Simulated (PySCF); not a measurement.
Molecule: `C1C(=C)[C@H]1O[SiH3]`, C4H8OSi.

Structure with atom numbers: `[CH2:1]=[C:2]1[CH2:3][C@@H:4]1[O:5][SiH3:6]`. Each H is labelled by its parent atom. Ha(C1) is cis to C3; Ha(C3) is cis to O5 on the ring; Hb(C1) is trans to C3; Hb(C3) is trans to O5 on the ring.

Geometry PBE0-D3(BJ)/def2-SVP throughout; GIAO in PySCF 2.14.0 with density-fitted response routines, gas phase, one conformer, non-relativistic; equivalent atoms averaged; functional PBE0.

For orientation, aug-cc-pVDZ gives these absolute shieldings σ: C1 87.1, C3 181.1, O5 309.6, Hb(C1) 25.28, Ha(C1) 25.56, H(Si6) 26.37, H(C4) 27.58, Hb(C3) 29.99, Ha(C3) 30.15 ppm.

A run gave: C1 73.9, C3 173.3, O5 302.9, Hb(C1) 25.28, Ha(C1) 25.54, H(Si6) 26.39, H(C4) 27.53, Hb(C3) 29.95, Ha(C3) 30.10 ppm (absolute shieldings σ).

Q: Which basis set was used in that run?
A. IGLO-III
B. def2-SVP
C. cc-pVDZ
D. def2-TZVP
E. cc-pVTZ

A: E. O5 tells them apart best: cc-pVTZ gives 302.9, def2-SVP gives 315.0, cc-pVDZ gives 313.3, IGLO-III gives 296.7, def2-TZVP gives 297.9 ppm.
